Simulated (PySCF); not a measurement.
Isomers of C5H11BS. Method: PySCF, PBE0-D3(BJ)/def2-SVP geometry optimisation, gas phase. Energies are electronic, without zero-point or thermal terms, for one conformer each. No frequencies were run at this level. Point groups hold within 0.08 Å.

**Question.** Order them by energy at this level, lowest first, and give relative energies in kcal/mol.
A. `[CH3:1][S:2][C@@H:3]1[BH:4][CH2:5][CH2:6][CH2:7]1` with C1–S2–C3–B4 -172°, S2–C3–B4–C5 -145°, C3–B4–C5–C6 -10°, B4–C5–C6–C7 30°, C5–C6–C7–C3 -39°
B. `[CH3:1][S:2][BH:3][CH:4]1[CH2:5][CH2:6][CH2:7]1` with C1–S2–B3–C4 3°, S2–B3–C4–C5 -174°, B3–C4–C5–C6 -136°, C4–C5–C6–C7 18°, C5–C6–C7–C4 -18°, B3–C4–C7–C6 141°

**Answer.** B (0.0), A (3.5).

As drawn, the lower has a four-membered ring, which the higher lacks.

| SMILES | E (Eh) | E rel (kcal/mol) | dipole (D) | point group | A, B, C (MHz) |
| --- | --- | --- | --- | --- | --- |
| CSBC1CCC1 | -619.50769 | 0.0 | 2.00 | C1 | 4943, 1097, 993.3 |
| CS[C@@H]1BCCC1 | -619.50217 | 3.5 | 1.87 | C1 | 4899, 1307, 1099 |

**Question.** How do the relative energies change in single points at PBE0/pcSseg-1 (no added dispersion term) on the same geometries?

**Answer.** 
| SMILES | PBE0-D3(BJ)/def2-SVP (kcal/mol) | PBE0/pcSseg-1 (kcal/mol) | shift |
| --- | --- | --- | --- |
| CSBC1CCC1 | 0.0 | 0.0 | 0.0 |
| CS[C@@H]1BCCC1 | 3.5 | 2.6 | -0.9 |

Each column counts from its own lowest isomer. The order is unchanged; the largest shift is 0.9 kcal/mol.
